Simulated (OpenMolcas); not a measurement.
Co6+.

| Quantity | Value |
| --- | --- |
| Program | OpenMolcas 26.06 |
| Basis | ANO-RCC-VQZP [7s6p4d3f2g1h] |
| Scalar Hamiltonian | DKH2, point nucleus |
| Active space | 3 electrons in 10 orbitals (3d 4d) |
| State averaging | 2S+1 = 4 even, 10 roots; 2S+1 = 2 even, 40 roots |
| Spin-orbit coupling | RASSI with atomic mean-field integrals over the reference wave functions, term energies averaged over their components |

Two sets of levels on these reference wave functions, in cm⁻¹ above 3d³ ⁴F_3/2: one from CASSCF and one from MS-CASPT2, IPEA 0.25 Eh, imaginary shift 0.1 Eh (closed shells correlated: 3s 3p).

```json
{"Level": "3d³ ⁴F_3/2", "Set 1": "0.0", "Set 2": "0.0"}
{"Level": "3d³ ⁴F_5/2", "Set 1": "731", "Set 2": "725"}
{"Level": "3d³ ⁴F_7/2", "Set 1": "1707", "Set 2": "1698"}
{"Level": "3d³ ⁴F_9/2", "Set 1": "2890", "Set 2": "2880"}
{"Level": "3d³ ⁴P_1/2", "Set 1": "21940", "Set 2": "25280"}
{"Level": "3d³ ⁴P_3/2", "Set 1": "22170", "Set 2": "25520"}
{"Level": "3d³ ²G_7/2", "Set 1": "23740", "Set 2": "25990"}
{"Level": "3d³ ⁴P_5/2", "Set 1": "23130", "Set 2": "26460"}
{"Level": "3d³ ²G_9/2", "Set 1": "24710", "Set 2": "26930"}
{"Level": "3d³ ²P_3/2 [58 %]", "Set 1": "30200", "Set 2": "34300"}
{"Level": "3d³ ²P_1/2", "Set 1": "30510", "Set 2": "34330"}
{"Level": "3d³ ²H_9/2", "Set 1": "33100", "Set 2": "34400"}
{"Level": "3d³ ²H_11/2", "Set 1": "33810", "Set 2": "35080"}
{"Level": "3d³ ²D_3/2(1) [61 %]", "Set 1": "33470", "Set 2": "37870"}
{"Level": "3d³ ²D_5/2(1)", "Set 1": "33370", "Set 2": "38090"}
{"Level": "3d³ ²F_7/2", "Set 1": "53280", "Set 2": "58740"}
```

Question: Which set is which?

Answer: Set 1 is MS-CASPT2. Its levels of the other terms of 3d³ lie at 0.87 to 0.96 of the other set's values, as expected, since terms of lower spin or lower L gain more correlation energy than the Hund ground term. Against 6 measured levels (Sugar and Corliss, J. Phys. Chem. Ref. Data 10, 1097 (1981)) the mean absolute deviation is 490 cm-1 with it and 2200 cm-1 without; single levels miss by up to 940 cm-1 with it.

Term energies are means over components that CASPT2 splits; among the terms shown or strongly mixed into the levels shown the widest spread is 720 cm-1 (3d³ ⁴F, MS-CASPT2). Active for correlation alone: 4d; no level in the range computed is led by a configuration that fills it, so any true level of that kind is missing. Without dynamic correlation excited terms often stand tens of per cent too high (terms of higher spin than the ground term too low), and those without a measured partner can miss by more than the paired ones (holds for CASSCF). The CASPT2 spread within a term exceeds the gap to the next term for 3d³ ²D(1) and 3d³ ²H, so the order of their levels is uncertain (holds for MS-CASPT2). Measured partners are found by configuration, term and J. A level has none where our copy of the source lacks it or the pairing is in doubt (some pairs that miss far off the trend of their configuration count as doubtful), and it then counts in no deviation. Only configurations of the active space appear. Levels that lie high or do not pair safely by name in every column are left out.

A share in square brackets marks a mixed level and gives the weight of the term that names it, the lowest over the columns. A number in round brackets counts repeated terms of one configuration in the order of the reference energies.
